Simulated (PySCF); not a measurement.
Worked example: chemical shift, span and skew from a shielding tensor

ClF₂H₃Si₂, SMILES [SiH3][Si](F)(F)Cl. Atoms are numbered in the order given.

```xyz
8

F     -1.3122    -0.3762    -1.3042
Si    -0.3682    -0.1338     0.0000
F     -1.3122    -0.3762     1.3042
Si     0.5548     2.0103     0.0000
Cl     1.1023    -1.5796     0.0000
H      1.4035     2.1568     1.2302
H      1.4035     2.1568    -1.2302
H     -0.5399     3.0388     0.0000
```

The structure is a stationary point at PBE-D3(BJ)/def2-SVP.

GIAO shieldings from HF/pcSseg-1 (PySCF), non-relativistic, no solvent. The symmetric part of the tensor of F1 has the principal values 270.8, 333.6, 392.9 ppm. The same nucleus in CFCl3 has σ = 238.5 ppm at this level (PySCF, at its B3LYP-D3(BJ)/def2-TZVP geometry). Without spin–orbit terms, shifts of atoms bonded to Cl or Br come out too high.

**Question.** Work out the isotropic shielding, the ¹⁹F shift against CFCl3, the span and the skew.

**Answer.** 
σ(iso) = (σ11 + σ22 + σ33)/3 = 332.4 ppm. δ = σ(ref) − σ(iso) = 238.5 − (332.4) = -93.9 ppm.
Span Ω = σ33 − σ11 = 122.1 ppm. Skew κ = 3(σ(iso) − σ22)/Ω = -0.03. Tumbling in solution averages the tensor to δ; in a static solid the shielding alone would spread this spin-1/2 line over Ω.
